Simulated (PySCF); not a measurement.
C3H10SSi2.
Numbering: `[SiH3:1][S:2][C@H:3]1[CH2:4][CH2:5][SiH2:6]1` (hydrogens: H7, H8, H9 on Si1; H10 on C3; H11, H12 on C4; H13, H14 on C5; H15, H16 on Si6)

Level: PBE0/pcSseg-1 and wB97X-D/def2-SVPD in PySCF, non-relativistic, on one gas-phase PBE0-D3(BJ)/def2-SVP geometry that isn't relaxed in the solvent. The solvent is an IEF-PCM continuum (van der Waals radii × 1.2). The model holds no explicit solvent molecules, cavitation or dispersion.

Gas phase at PBE0/pcSseg-1: HOMO -6.77 eV, LUMO -0.15 eV, dipole 1.92 D.

What does the continuum do to the energy, the frontier levels and the dipole at PBE0/pcSseg-1 in chloroform and dimethylsulfoxide?

```tsv
solvent	ε	E(solvent) − E(gas) (kcal/mol)	polarisation term (kcal/mol)	distortion of the solute (kcal/mol)	HOMO (eV)	LUMO (eV)	dipole (D)
chloroform	4.711	-1.78	-1.99	0.21	-6.81	-0.05	2.38
dimethylsulfoxide	46.83	-2.52	-2.96	0.44	-6.86	-0.03	2.58
```

The first energy column is the sum of the next two and covers electrostatics alone. From chloroform to dimethylsulfoxide the lowering changes by a factor 1.42, Onsager's factor (ε − 1)/(2ε + 1) by 1.36 and ε itself by 9.9.

Which radius a makes the point-dipole formula ΔE = −[(ε − 1)/(2ε + 1)]·μ²/a³ give the value in dimethylsulfoxide, with the gas-phase dipole?

μ = 0.754 au and |ΔE| = 0.00402 Eh give a = 2.17 Å; the farthest nucleus lies 4.05 Å from the centroid of the nuclei, so such a sphere wouldn't even hold the nuclei. The formula assumes a rigid point dipole at the centre of a sphere.

Which IAO charges (PBE0/pcSseg-1) respond most in chloroform (means over atoms taken as equivalent)?

```tsv
atoms	environment	gas (e)	solvent (e)	change
S2	sulfur bonded to C and Si	-0.156	-0.182	-0.026
H10	methine hydrogen	+0.161	+0.168	+0.007
Si6	SiH2 silicon	+0.731	+0.735	+0.004
H14	methylene hydrogen	+0.146	+0.150	+0.004
Si1	SiH3 silicon	+0.505	+0.508	+0.003
H13	methylene hydrogen	+0.149	+0.152	+0.003
C3	sp3 carbon bound to sulfur	-0.469	-0.471	-0.002
H7/H8/H9	Si–H hydrogen	-0.111	-0.109	+0.002
C4	four-membered-ring carbon	-0.248	-0.250	-0.002
H12	methylene hydrogen	+0.138	+0.140	+0.002
H15	Si–H hydrogen	-0.115	-0.116	-0.001
H11	methylene hydrogen	+0.140	+0.141	+0.001
```

Which Mayer bond orders change most in chloroform?

```tsv
bond	length (Å)	gas	solvent	change
S2–C3	1.816	0.998	0.980	-0.018
Si1–S2	2.140	0.978	0.964	-0.014
Si1–H8	1.495	0.909	0.914	+0.005
C3–H10	1.103	0.924	0.920	-0.004
C3–C4	1.550	0.921	0.924	+0.003
C4–C5	1.550	0.981	0.984	+0.003
Si1–H7	1.495	0.910	0.913	+0.003
C5–Si6	1.895	0.930	0.932	+0.002
```

Gas phase at wB97X-D/def2-SVPD: HOMO -8.54 eV, LUMO 1.42 eV, dipole 1.95 D.

What does the continuum do to the energy, the frontier levels and the dipole at wB97X-D/def2-SVPD in chloroform?

```csv
solvent,ε,E(solvent) − E(gas) (kcal/mol),polarisation term (kcal/mol),distortion of the solute (kcal/mol),HOMO (eV),LUMO (eV),dipole (D)
chloroform,4.711,-1.79,-2.03,0.24,-8.60,1.49,2.46
```

How does the static polarisability (wB97X-D/def2-SVPD, frozen core, with the continuum's full static response) change?

| medium | isotropic (au) | principal values (au) | ⟨r²⟩ of the electrons (bohr²) |
| --- | --- | --- | --- |
| gas | 108.7 | 95.5, 105.7, 124.9 | 1251.0 |
| chloroform | 138.4 | 124.0, 137.4, 153.8 | 1250.9 |

The isotropic value in chloroform is 1.27 times the gas-phase one; no cavity-field correction is applied. ⟨r²⟩ is taken about the centre of nuclear charge.

On an Arm Neoverse V1 with one thread, no GPU (shared host), this took 21 s wall and 0.96 GiB of memory at its peak. This is the whole shielding run at PBE0/pcSseg-1 in dimethylsulfoxide, SCF included.

Conformer computed: `[SiH3:1][S:2][C@H:3]1[CH2:4][CH2:5][SiH2:6]1`: Si1–S2–C3–C4 -79°.

Note: wB97X-D ran without an empirical dispersion term, which enters the total energy and its gradient alone.
